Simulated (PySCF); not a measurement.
GeH3PHPF2, F2GeH4P2.
Structure used (PBE0-D3(BJ)/def2-SVP), in Å, numbered top down from 1:
```
atom  x, y, z in Å
F1     3.106    0.251    0.869
P2     1.571    0.075    1.333
F3     1.387   -1.473    0.884
P4     0.589    0.986   -0.457
Ge5   -1.355   -0.286   -0.231
H6     0.083    2.072    0.326
H7    -2.498    0.556   -0.820
H8    -1.161   -1.573   -1.041
H9    -1.659   -0.623    1.240
```

Computed with PySCF 2.14.0, delta-SCF UKS SCAN, pcX-2 on the ionised atom, pcseg-1 elsewhere, spin-free X2C. The ground state was rerun for each ionised atom, in the same mixed basis as its hole state.

```tsv
ionised atom	basis functions	E(ground) (Eh)	binding energy (eV)
F1	142	-2980.60505	692.647
P2	153	-2980.65762	2153.275
P4	153	-2980.63994	2149.882
```

Q: Fill in the total energy of each core-ionised state.

A: With binding energy = E(ionised) − E(ground) and 27.2114 eV a hartree:

```json
{"atom": "F1", "binding energy (Eh)": "25.4543", "E(ionised) (Eh)": "-2955.1507"}
{"atom": "P2", "binding energy (Eh)": "79.1314", "E(ionised) (Eh)": "-2901.5262"}
{"atom": "P4", "binding energy (Eh)": "79.0067", "E(ionised) (Eh)": "-2901.6332"}
```

Q: How much do the ground-state energies differ, and what would follow from using one of them for all holes?

A: They run from -2980.6576 Eh (core basis on P2) to -2980.6050 Eh (on F1), 0.0526 Eh or 1.43 eV apart, though the state is the same; only basis and grid differ. Pairing the ion of F1 with the ground state of P2 would put its binding energy 1.43 eV too high.

Lowest listed P 1s: P4, bonded to H, P and Ge. Highest, 3.40 eV above it: P2, bonded to 2 F and P.

Only 1s holes are shown. Topologically equivalent atoms share the value of their first member; where this conformer doesn't relate them by symmetry, their own values could differ. Geometry: PBE0-D3(BJ)/def2-SVP, one conformer, isolated molecule.

Hardware: one thread, Intel Xeon Platinum 8488C (x86_64), no GPU, shared host. Cost: 19 s, 0.48 GiB resident at most.
